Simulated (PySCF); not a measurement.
# SrH⁻: energy against distance

Set-up: PySCF, spin-free X2C with a Gaussian nucleus, basis sets Sr aug-cc-pVDZ-X2C, H aug-cc-pVDZ-DK. Energies in eV from Sr + H⁻ in their ground configurations at the same level. State: ¹Σ⁺ (singlet), closed shell.

```
R (Å)  PBEsol  RHF-CCSD
1.948  -1.743          
2.038  -1.868    -1.796
2.129  -1.937    -1.882
2.197  -1.961    -1.914
2.265  -1.965    -1.923
2.333  -1.954    -1.915
2.424  -1.920    -1.882
2.537  -1.856    -1.817
2.673  -1.760    -1.717
2.854  -1.615
```

Put a parabola through the three lowest points of the PBEsol curve and estimate Re, k and ωe (reduced mass 0.9964 u; 1 eV/Å² = 0.16022 mdyn/Å; ωe = 1302.8·√(k/μ) cm⁻¹).

Through R = 2.197, 2.265, 2.333 Å the second-order coefficient is 1.62 eV/Å², so Re ≈ 2.249 Å, k ≈ 0.520 mdyn/Å and ωe ≈ 941 cm⁻¹. A polynomial fit of higher order to the unrounded PBEsol energies gives Re = 2.247 Å, k = 0.565 mdyn/Å, ωe = 981 cm⁻¹; anharmonicity and rounding make the difference.

The higher-order fit for each curve: PBEsol: Re = 2.247 Å, ωe = 981 cm⁻¹, De = 1.97 eV; RHF-CCSD: Re = 2.264 Å, ωe = 1024 cm⁻¹, De = 1.92 eV.

Correlated steps freeze 9 core orbitals. Correlated levels converge slowly with the basis: in double zeta they bind strong bonds too weakly, by up to about 1 eV, and carry superposition errors of some tenths. For an ion De counts to the pair picked by the measured ionisation energies or electron affinities, which need not be the lowest pair at this level. The highest Kohn–Sham level is positive in this anion. Much of that is self-interaction error, but it also means that the finite basis helps to hold the extra electron.
